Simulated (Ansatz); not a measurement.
Geometry optimisation, Ansatz 0.2.0, RKS PBE-D4/def2-SVP.

The input (input.yaml):

```yaml
crystal:
  periodic: [false, false, false]
  atoms:
    - { symbol: Al, position_ang: [0.0, 0.0, 0.0] }
    - { symbol: Cl, position_ang: [0.0, 0.0, 2.58] }
    - { symbol: H, position_ang: [1.351, 0.0, -0.78] }
    - { symbol: F, position_ang: [-1.4635, 0.0, -0.845] }
    - { symbol: S, position_ang: [0.107, -2.427, 0.8072] }
    - { symbol: H, position_ang: [-0.6505, -3.2374, -0.0469] }
    - { symbol: H, position_ang: [0.0643, -1.4595, 2.0709] }
basis:
  gaussian: { orbitals: def2-SVP }
hamiltonian:
  xc: pbe
  dispersion: d4
relax:
  f_tol: 0.15
  max_steps: 25
  restrain:
    - { distance: [0, 4], at: 3.46, k: 30.0 }
    - { distance: [6, 1], at: 2.57, k: 30.0 }
    - { distance: [0, 1], at: 2.23, k: 30.0 }
    - { distance: [6, 4], at: 1.4, k: 30.0 }
```

Launched with:

```bash
$ ansatz run input.yaml --threads 2 --pin off --max-ram 3072MiB --backend cpu --events-out ev --progress --plain --runs-dir out
```

**Question.** Where does it end, and by what steps?

**Answer.** The run converged. The restraints hold the end off the free minimum. After 7 steps the energy has fallen by 1.489 eV (the restraints' own energy left out); H7 moved furthest, 0.77 Å. Parted: Al1–S5 (2.56 → 3.44 Å).

```json
{"step": "0", "energy less start (eV)": "0.0000", "largest force component (eV/Å)": "2.566", "accepted": "yes"}
{"step": "1", "energy less start (eV)": "0.2481", "largest force component (eV/Å)": "2.494", "accepted": "yes"}
{"step": "2", "energy less start (eV)": "-0.0756", "largest force component (eV/Å)": "2.673", "accepted": "yes"}
{"step": "3", "energy less start (eV)": "-0.8044", "largest force component (eV/Å)": "1.580", "accepted": "yes"}
{"step": "4", "energy less start (eV)": "-1.3271", "largest force component (eV/Å)": "1.166", "accepted": "yes"}
{"step": "5", "energy less start (eV)": "-1.4268", "largest force component (eV/Å)": "0.982", "accepted": "yes"}
{"step": "6", "energy less start (eV)": "-1.4678", "largest force component (eV/Å)": "0.949", "accepted": "yes"}
{"step": "7", "energy less start (eV)": "-1.4894", "largest force component (eV/Å)": "1.082", "accepted": "yes"}
```

```xyz
7
Properties=species:S:1:pos:R:3
Al 0.084 0.254 -0.024
Cl -0.091 0.345 2.166
H 1.428 0.634 -0.760
F -1.353 0.038 -0.852
S 0.316 -3.066 0.867
H -0.988 -3.113 0.467
H 0.012 -2.216 1.922
```

Time of the run: 11 s on 2 threads of Arm Neoverse V2, with other jobs on the host, peak memory 0.14 GiB.
